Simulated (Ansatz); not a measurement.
`[SiH3]O[SiH2]S` + H₂ → `[SiH3]O[SiH3]` + H₂S at 600 K and 1 bar (hydrogenolysis of the Si–S bond).

Program: Ansatz. Geometries: PBE0-D4/def2-TZVP. ΔE: electronic, gas phase. CCSD(T)/CBS adds triple-zeta CCSD(T) − MP2 to the extrapolated MP2 energy (def2 sets, frozen cores). This one scheme is used for every species. One conformer a species, not always the lowest.

```tsv
species	CCSD(T)/CBS energy (Eh)	H − E (kJ/mol)	S (J/(mol·K))
`[SiH3]O[SiH2]S`	-1054.82682	213.8	461.5
H₂	-1.17544	43.9	150.8
`[SiH3]O[SiH3]`	-657.01000	196.4	409.1
H₂S	-398.97279	60.8	230.9
```

H − E and S are ideal-gas, rigid-rotor, harmonic terms from PBE0-D4/def2-TZVP, for one conformer and one mirror image of each species. The MP2-based limit puts H₂ 0.8 mEh under its directly extrapolated value; such offsets cancel only in part. 1 Eh = 2625.50 kJ/mol, R = 8.31446 J/(mol·K).

**Question.** By hand: ΔE, ΔH, ΔS and ΔG.

**Answer.** ΔE = (-657.01000) + (-398.97279) − (-1054.82682) − (-1.17544) = 0.01947 Eh = 51.1 kJ/mol. Δ(H − E) = 196.4 + 60.8 − 213.8 − 43.9 = -0.5, so ΔH = 50.6 kJ/mol. ΔS = 409.1 + 230.9 − 461.5 − 150.8 = 27.7 J/(mol·K). ΔG = 50.6 − 600 × (27.7)/1000 = 34.0 kJ/mol.

**Question.** By hand: the equilibrium constant, and the temperature at which ΔG would vanish if ΔH and ΔS stayed fixed.

**Answer.** log₁₀ K = −ΔG/(RT ln 10) = -3.0. ΔG = 0 at ΔH/ΔS = 1827 K.

ΔH outweighs TΔS. A doubt of 5 kJ/mol in ΔE shifts log₁₀ K by 0.4 here. Other conformers and mirror images would add mixing entropy, several J/(mol·K) or more a flexible species. Modes under 60 cm⁻¹, often nearly free rotors, make the harmonic entropy too high. These are equilibria of isolated gas molecules and say nothing of rates. Largest T1 diagnostic: 0.011 (customary marks: 0.02 for closed shells, 0.045 for open ones).
